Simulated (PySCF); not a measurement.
C$_{3}$H$_{9}$BO$_{3}$, charge -1, doublet, at a GFN2-xTB geometry (a state made from the parent by changing its charge; the spin is typed, not shown lowest); DF-WB97X/6-31G* run with PySCF.

The PySCF input:
```python
from pyscf import gto, scf, dft

mol = gto.M(
    atom='''
B    -0.66990776    0.18004961    0.46643126
O     0.22168011    1.26273972    1.00147056
C     1.10478277    1.88906279    0.14063621
H     0.57760150    2.44116005   -0.65387839
H     1.70704479    2.60807357    0.72119303
H     1.79116447    1.18572815   -0.35746860
O    -0.23140372   -1.20330819    0.90544019
C     1.11235935   -1.51523474    0.74394406
H     1.75926816   -0.84975941    1.33756119
H     1.28280208   -2.55124676    1.08298352
H     1.43446658   -1.44272413   -0.30934869
O    -0.68767991    0.28109291   -1.07353378
C    -1.36956050   -0.71202348   -1.72550649
H    -1.17437162   -1.70688106   -1.29630797
H    -2.46928994   -0.55620892   -1.69318305
H    -1.06540902   -0.72341251   -2.78516566
''',
    basis='6-31g*',
    charge=-1,
    spin=1,
    verbose=4,
)

mf = dft.UKS(mol)
mf.xc = 'wb97x'
mf.grids.prune = dft.gen_grid.sg1_prune
mf = mf.density_fit(auxbasis='def2-universal-jkfit')
mf.kernel()
```

Problem. Write the output that PySCF gives for this input, abridged.

Solution. 
```
PySCF version 2.14.0

[INPUT] verbose = 4
[INPUT] num. atoms = 16
[INPUT] num. electrons = 57
[INPUT] charge = -1
[INPUT] spin (= nelec alpha-beta = 2S) = 1
[INPUT] symmetry False subgroup None
[INPUT] Mole.unit = angstrom
[INPUT] Symbol           X                Y                Z      unit          X                Y                Z       unit  Magmom
[INPUT]  1 B     -0.669907760000   0.180049610000   0.466431260000 AA   -1.265942195121   0.340244451735   0.881427337336 Bohr   0.0
[INPUT]  2 O      0.221680110000   1.262739720000   1.001470560000 AA    0.418914695163   2.386232237410   1.892505080215 Bohr   0.0
[INPUT]  3 C      1.104782770000   1.889062790000   0.140636210000 AA    2.087736862438   3.569811305207   0.265763920097 Bohr   0.0
[INPUT]  4 H      0.577601500000   2.441160050000  -0.653878390000 AA    1.091508644138   4.613123920730  -1.235651075872 Bohr   0.0
[INPUT]  5 H      1.707044790000   2.608073570000   0.721193030000 AA    3.225847135466   4.928544760017   1.362857309645 Bohr   0.0
[INPUT]  6 H      1.791164470000   1.185728150000  -0.357468600000 AA    3.384810292352   2.240701461687  -0.675517752132 Bohr   0.0
[INPUT]  7 O     -0.231403720000  -1.203308190000   0.905440190000 AA   -0.437289655006  -2.273922922546   1.711033981274 Bohr   0.0
[INPUT]  8 C      1.112359350000  -1.515234740000   0.743944060000 AA    2.102054523599  -2.863378673027   1.405850525397 Bohr   0.0
[INPUT]  9 H      1.759268160000  -0.849759410000   1.337561190000 AA    3.324535002068  -1.605812556672   2.527624323947 Bohr   0.0
[INPUT] 10 H      1.282802080000  -2.551246760000   1.082983520000 AA    2.424144603222  -4.821157652584   2.046542250217 Bohr   0.0
[INPUT] 11 H      1.434466580000  -1.442724130000  -0.309348690000 AA    2.710748971041  -2.726353479001  -0.584584301093 Bohr   0.0
[INPUT] 12 O     -0.687679910000   0.281092910000  -1.073533780000 AA   -1.299526691266   0.531188615457  -2.028684829669 Bohr   0.0
[INPUT] 13 C     -1.369560500000  -0.712023480000  -1.725506490000 AA   -2.588094256022  -1.345529371460  -3.260734692260 Bohr   0.0
[INPUT] 14 H     -1.174371620000  -1.706881060000  -1.296307970000 AA   -2.219240730262  -3.225537730607  -2.449667036391 Bohr   0.0
[INPUT] 15 H     -2.469289940000  -0.556208920000  -1.693183050000 AA   -4.666281708744  -1.051082526840  -3.199652243256 Bohr   0.0
[INPUT] 16 H     -1.065409020000  -0.723412510000  -2.785165660000 AA   -2.013331258441  -1.367051518984  -5.263200308943 Bohr   0.0

nuclear repulsion = 317.04805620686
number of shells = 60
number of NR pGTOs = 225
number of NR cGTOs = 116
basis = 6-31g*
ecp = {}

******** <class 'pyscf.df.df_jk.DFUKS'> ********
method = DFUKS
initial guess = minao
damping factor = 0
level_shift factor = 0
DIIS = <class 'pyscf.scf.diis.CDIIS'>
diis_start_cycle = 1
diis_space = 8
diis_damp = 0
SCF conv_tol = 1e-09
SCF conv_tol_grad = None
SCF max_cycles = 50
direct_scf = False
number electrons alpha = 29  beta = 28
XC library pyscf.dft.libxc version 7.1.2
    S. Lehtola, C. Steigemann, M. J. T. Oliveira, and M. A. L. Marques,  SoftwareX 7, 1–5 (2018)
XC functionals = wb97x
    J.-D. Chai and M. Head-Gordon,  J. Chem. Phys. 128, 084106 (2008)
radial grids:
    Treutler-Ahlrichs [JCP 102, 346 (1995); DOI:10.1063/1.469408] (M4) radial grids

becke partition: Becke, JCP 88, 2547 (1988); DOI:10.1063/1.454033
pruning grids: <function sg1_prune>
grids dens level: 3
symmetrized grids: False
atomic radii adjust function: <function treutler_atomic_radii_adjust>
small_rho_cutoff = 0
Set gradient conv threshold to 3.16228e-05
tot grids = 83352
******** <class 'pyscf.df.df.DF'> ********
auxbasis = def2-universal-jkfit
Create RSH-DF object <pyscf.df.df.DF object> for omega=0.3
******** <class 'pyscf.df.df.DF'> ********
auxbasis = auxmol.basis = def2-universal-jkfit
init E= -370.787702152487

cycle= 1 E= -369.931523651052  delta_E= 0.856  |g|= 0.751  |ddm|= 2.56
cycle= 2 E= -369.944546743878  delta_E= -0.013  |g|= 0.794  |ddm|=  1.3
cycle= 3 E= -370.170936445107  delta_E= -0.226  |g|= 0.0352  |ddm|= 0.627
cycle= 4 E= -370.172512395863  delta_E= -0.00158  |g|= 0.0119  |ddm|= 0.109
cycle= 5 E= -370.172724380362  delta_E= -0.000212  |g|= 0.0057  |ddm|= 0.0448
cycle= 6 E= -370.172765364372  delta_E= -4.1e-05  |g|= 0.00282  |ddm|= 0.0206
cycle= 7 E= -370.172774642793  delta_E= -9.28e-06  |g|= 0.00125  |ddm|= 0.0113
cycle= 8 E= -370.172776035707  delta_E= -1.39e-06  |g|= 0.000382  |ddm|= 0.00401
cycle= 9 E= -370.172776199399  delta_E= -1.64e-07  |g|= 0.00012  |ddm|= 0.00138
cycle= 10 E= -370.172776214622  delta_E= -1.52e-08  |g|= 4.1e-05  |ddm|= 0.000321
cycle= 11 E= -370.172776216798  delta_E= -2.18e-09  |g|= 1.44e-05  |ddm|= 0.000137
cycle= 12 E= -370.172776216965  delta_E= -1.67e-10  |g|= 9.54e-06  |ddm|= 3.68e-05
Extra cycle  E= -370.172776216984  delta_E= -1.93e-11  |g|= 9.89e-06  |ddm|= 1.87e-05
converged SCF energy = -370.172776216984  <S^2> = 0.75192037  2S+1 = 2.0019195
```
